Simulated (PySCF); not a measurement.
B(All)(Cl)(OH) (C3H6BClO), SMILES C(C=C)B(O)Cl. Coordinates come from a B3LYP-D3(BJ)/def2-SVP optimisation. Other conformers were not sampled.

Task: Give the equilibrium geometry at B3LYP-D3(BJ)/def2-SVP (PySCF confirms it by a frequency run) as a Z-matrix. (An estimate is asked for; the answer gives what the named calculation found.)

Result: One answer among several that fit: 
```
C
H 1 1.1041
H 1 1.1071 2 107.03
C 1 1.5061 2 110.25 3 -118.81
C 4 1.3359 1 125.37 2 -8.09
H 5 1.0932 4 121.35 1 -178.60
H 5 1.0954 6 116.93 4 179.77
H 4 1.0963 5 119.19 6 -0.63
B 1 1.5824 2 111.26 3 116.62
O 9 1.3478 1 124.72 2 3.33
H 10 0.9660 9 113.11 1 0.78
Cl 9 1.7801 10 115.95 11 -178.98
```
Charge 0, spin multiplicity 1.
